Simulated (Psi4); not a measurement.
Dimer: HBr (SMILES Br) (first 2 atoms) with H2Se (SMILES [SeH2]); geometry from B3LYP-D3(BJ)/def2-TZVP, rigid monomers moved along the line of their centres of mass till H2···Se3 is 4.53 Å.
(charge 0, multiplicity 1):
```tsv
atom	x (Å)	y (Å)	z (Å)
Br	-0.3306	0.1312	-0.5702
H	-0.3518	0.1466	0.8749
Se	-0.1713	0.0984	5.4019
H	0.3837	-1.2624	5.3447
H	1.1744	0.6877	5.3319
```

The numbers are results of Psi4 1.11 with SAPT0/aug-cc-pVDZ, not measurements.

Q: Which attractive term is largest, and how does the interaction split up?

A: electrostatics -0.48, exchange 0.02, induction -0.04, dispersion -0.18, total -0.67 kcal/mol; the largest attraction is electrostatics.
